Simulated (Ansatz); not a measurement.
Input for Ansatz (an electronic-structure program): U-PBE/def2-TZVPP on SiP, 2S+1 = 2, a spin state set in the input, which need not be the lowest, a point of a bond scan (R = 2.078 Å).

Ansatz 0.2 input:
```yaml
crystal:
  periodic: [false, false, false]
  atoms:
    - {symbol: Si, position_ang: [0.00000000, 0.00000000, 0.00000000]}
    - {symbol: P, position_ang: [0.00000000, 0.00000000, 2.07790900]}
basis:
  gaussian:
    orbitals: def2-TZVPP
    pivot_positions_ang: [[0.00000000, 0.00000000, 0.00000000], [0.00000000, 0.00000000, 2.07790900]]
hamiltonian:
  xc: {name: PBE}
magnetization: {spin_polarized: true, initial_magnetization: 1}
output: {forces: true, orbitals: {seedname: ./end}}
```

Program output:

```
WARN ansatz: RAYON_NUM_THREADS=2 ignored (pool sized by the plan → 2); use --threads N
Functional definition: PBE
integrals: 0.02 GiB planned
575 factors; their error is unknown
mean field: 0.21 GiB planned
mean field evaluation 1: about -17153.0662 eV, gradient 2.0e1 eV
mean field evaluation 2: about -17115.3184 eV, gradient 6.4e1 eV
mean field evaluation 4: about -17155.9178 eV, gradient 1.9e0 eV
mean field evaluation 8: about -17155.9443 eV, gradient 7.5e-2 eV
mean field evaluation 16: about -17155.9174 eV, gradient 1.2e-3 eV
mean field evaluation 32: about -17156.0101 eV, gradient 5.3e-3 eV
mean field evaluation 64: about -17155.5890 eV, gradient 6.1e0 eV
mean field evaluation 96: about -17155.8507 eV, gradient 4.2e0 eV
mean field -17156.01007117 eV, -630.4717413541 hartree, gradient 4.0e-9 eV, S^2 0.754742; 7 other end points of the search recorded, 0 dependent functions left out
the calculation of the forces begins
reference -17156.01009695 eV, -630.4717423016 hartree; 15, 14 occupied and 69, 70 virtual orbitals, 575 factors
Total energy: -17156.01009695 eV, -630.4717423016 hartree
Atom 0 at     0.000000     0.000000     0.000000 Å, force     0.000000     0.000000    -0.356079 eV/Å
Atom 1 at     0.000000     0.000000     2.077909 Å, force    -0.000000    -0.000000     0.356079 eV/Å
Dipole moment:    -0.000000     0.000000    -0.166123 e Å
```

The run converged.

Cost: about 10 core-seconds (a rough figure).
